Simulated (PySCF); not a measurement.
**Electronic structure of Pb+ (lead, charge +1) at the UHF level**

Configuration: [Xe] 4f14 5d10 6s2 6p1, 2P determinant. Computed with PySCF 2.14 in def2-TZVPPD with the def2 core potential (60 electrons) (7s5p4d2f, 56 functions), with scalar relativity through the core potential.

```
Total energy                                                  : -191.594254 hartree
One-electron energy                                           : -329.7063 hartree
Hartree (Coulomb) energy                                      : 152.9522 hartree
Exchange energy                                               : -14.8401 hartree
⟨S²⟩                                                          : 0.7574
⟨L²⟩                                                          : 2.021
Sum of ⟨r⟩                                                    : 28.57 bohr
Sum of ⟨r²⟩                                                   : 50.48 bohr²
Traceless quadrupole moment −½Σ⟨3z² − r²⟩ along its main axis : -4.34 e·bohr²
```

| shell | electrons | mean orbital energy (hartree) | spread (hartree) | rms radius, mean of both spins (bohr) |
| --- | --- | --- | --- | --- |
| 5s α | 1 | -6.45967 | 0 | 0.925 |
| 5s β | 1 | -6.45655 | 0 | 0.925 |
| 5p α | 3 | -4.14177 | 0.00675 | 1.05 |
| 5p β | 3 | -4.13977 | 0.01782 | 1.05 |
| 5d α | 5 | -1.36089 | 0.01359 | 1.39 |
| 5d β | 5 | -1.35636 | 0.02254 | 1.39 |
| 6s α | 1 | -0.85407 | 0 | 2.47 |
| 6s β | 1 | -0.78634 | 0 | 2.47 |
| 6p α | 1 | -0.49477 | 0 | 3.24 |

Energies and moments cover only the electrons outside the core potential. Spin-orbit coupling, absent here, splits the open shell strongly.
